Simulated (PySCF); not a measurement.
# Steps of a relaxation of [WOF5]−

[WOF5]− (singlet; a saddle point, relaxed within its symmetry). PySCF 2.14.0, RKS BP86, W def2-SVP with ECP60, O def2-SVP, F def2-SVP; non-relativistic Hamiltonian with scalar-relativistic core potentials where named; density fitting; no spin-orbit coupling. Origin of the start: template. Columns: position (Å) and force (eV/Å). Energies are counted from the last step; some of the 10 steps are shown. Forces carry noise of the integration grid, about 0.01 to 0.03 eV/Å.

Run from Python with OMP_NUM_THREADS=2. Where DIIS fails, smearing, a level shift and second-order steps follow.
It took 74 s on 2 threads of Arm Neoverse N1, on a shared host, from the converged density of the start.

```xyz
7
step 0  E = 6.821 eV
W     0.0226    0.0000    0.0198    -8.57    0.00   -5.84
O     1.1567    0.0000    1.0161    19.11    0.00   13.96
F    -0.6300    1.1303    1.1663    -5.12    7.10    5.02
F    -0.6300   -1.1303    1.1663    -5.12   -7.10    5.02
F     1.3277    0.0000   -1.1267     6.87    0.00   -6.87
F    -0.6300    1.1303   -1.1267    -3.58    7.45   -5.64
F    -0.6300   -1.1303   -1.1267    -3.58   -7.45   -5.64
```

```xyz
7
step 3  E = 0.046 eV
W     0.0501    0.0000    0.0671    -0.21    0.00   -0.07
O     1.4175    0.0000    1.1218     0.50    0.00    0.10
F    -0.7929    1.2864    1.2165    -0.21   -0.04   -0.01
F    -0.7929   -1.2864    1.2165    -0.21    0.04   -0.01
F     1.4061    0.0000   -1.3141    -0.01    0.00   -0.12
F    -0.6505    1.3243   -1.1597     0.08    0.22    0.05
F    -0.6505   -1.3243   -1.1597     0.08   -0.22    0.05
```

```xyz
7
step 6  E = 0.001 eV
W     0.0538    0.0000    0.0650     0.03    0.00   -0.06
O     1.4577    0.0000    1.0859    -0.19    0.00   -0.09
F    -0.8506    1.2440    1.2228     0.03   -0.02   -0.01
F    -0.8506   -1.2440    1.2228     0.03    0.02   -0.01
F     1.3770    0.0000   -1.3602    -0.02    0.00    0.03
F    -0.6002    1.3872   -1.1239     0.06   -0.05    0.07
F    -0.6002   -1.3872   -1.1239     0.06    0.05    0.07
```

Problem. Where does the relaxation end?

Solution. It converges at step 9 in Cs:
```xyz
7
step 9  E = 0
W     0.0509    0.0000    0.0608
O     1.4499    0.0000    1.0806
F    -0.8517    1.2408    1.2236
F    -0.8517   -1.2408    1.2236
F     1.3719    0.0000   -1.3654
F    -0.5912    1.3955   -1.1173
F    -0.5912   -1.3955   -1.1173
```

Problem. How did the contacts change?

Solution. 
| contact | start (Å) | end (Å) |
| --- | --- | --- |
| W1–O2 (O) | 1.510 | 1.731 |
| W1–F3 (F) | 1.737 | 1.925 |
| W1–F4 (F) | 1.737 | 1.925 |
| W1–F5 (F) | 1.737 | 1.944 |
| W1–F6 (F) | 1.737 | 1.936 |
| W1–F7 (F) | 1.737 | 1.936 |
